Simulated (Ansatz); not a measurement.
Input file for Ansatz (a program for electronic structure): FCI/6-31G on PO, 2S+1 = 2, a point of a bond scan (R = 1.184 Å).

Ansatz 0.2 input:
```yaml
crystal:
  periodic: [false, false, false]
  atoms:
    - {symbol: P, position_ang: [-0.00000000, -0.00000000, -0.51471869]}
    - {symbol: O, position_ang: [0.00000000, 0.00000000, 0.66913430]}
basis:
  gaussian:
    orbitals: 6-31G
magnetization: {spin_polarized: false, initial_magnetization: 1}
correlation: {method: fci, electrons: outside_noble_gas}
```

Program output:

```
WARN ansatz: RAYON_NUM_THREADS=2 ignored (pool sized by the plan → 2); use --threads N
Functional definition: HF
integrals: 0.00 GiB planned
395 factors; integrals over basis functions are off by at most 2.7e-8 eV
mean field: 0.06 GiB planned
mean field evaluation 1: about -11295.1339 eV, gradient 3.4e1 eV
mean field evaluation 2: about -11295.2621 eV, gradient 3.4e1 eV
mean field evaluation 4: about -11297.6474 eV, gradient 1.6e0 eV
mean field evaluation 8: about -11297.6751 eV, gradient 1.5e-1 eV
mean field evaluation 16: about -11297.2977 eV, gradient 5.7e0 eV
mean field -11297.67541255 eV, -415.1819135717 hartree, gradient 4.2e-6 eV, S^2 0.750000; 2 other end points of the search recorded, 0 dependent functions left out
mean field evaluation 32: about -11295.2344 eV, gradient 2.4e1 eV
6 core orbitals not correlated
reference -11297.67541255 eV, -415.1819135717 hartree; 6, 5 occupied and 10, 11 virtual orbitals, 395 factors
configuration interaction: 4.32 GiB planned
state -11302.23790695 eV, -415.3495821485 hartree
Total energy: -11302.23790695 eV, -415.3495821485 hartree
```

The run converged.

Cost: very roughly 3.0 core-minutes.
